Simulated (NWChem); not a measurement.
System: GeH2O2, singlet; SMILES [OH][Ge][OH]

The following NWChem deck was run.

```
start job
memory heap 200 mb stack 900 mb global 1100 mb
geometry units angstroms noautoz
  Ge     0.000000     0.000000     0.349670
  O      1.303479     0.000000    -0.866438
  H      2.176646     0.000000    -0.457368
  O     -1.303479     0.000000    -0.866438
  H     -2.176646     0.000000    -0.457368
end
basis spherical
  * library def2-svpd
end
dft
  xc b3lyp
  iterations 150
end
tddft
  cis
  nroots 6
  notriplet
end
task tddft energy
```

Low-valent species are run as closed-shell singlets; no triplet was tried in these runs. The geometry was optimised at PBE0/def2-SVP.

Vertical excitations in the gas phase.

Q: Predict the main results of this run. (B3LYP/def2-SVPD, TDA.) Quantities: lowest excitation, singlet (eV); oscillator strength of that lowest state; lowest state with f > 0.02, singlet (eV); oscillator strength of that bright state; orbital gap (eV).

A: lowest excitation, singlet (eV): 4.78
oscillator strength of that lowest state: 0.087
lowest state with f > 0.02, singlet (eV): 4.78
oscillator strength of that bright state: 0.087
orbital gap (eV): 5.38
